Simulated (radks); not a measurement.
Valence configurations of Ca I (all share [Ar]). Calculated with a radial shooting solver on a logarithmic mesh with Libxc functionals: Dirac Kohn-Sham, PBE, spin-unpolarised, spherical densities, point nucleus; open shells fill j = l - 1/2 first. Energies are relative to 4s2; eigenvalues in eV.

valence          E (eV)  e(3d3/2)  e(4p1/2)  e(4s1/2)
4s2               0.000         -         -    -3.766
3d0.5 4s1.5       1.049    -1.111         -    -3.436
4s1.5 4p0.5       1.190         -    -1.695    -4.105
3d1 4s1           2.276    -0.765         -    -3.313
4s1 4p1           2.409         -    -1.948    -4.412
3d0.5 4s0.5 4p1   3.273    -2.022    -1.774    -4.042
3d1 4p1           4.377    -1.468    -1.695         -
3d2               4.901    -0.753         -         -
4p2               4.923         -    -2.392         -

NIST lists [Ar] 4s2 as the ground configuration; this level of theory agrees among the configurations tried. The energies are those of spherical spin-averaged densities, not of single terms.
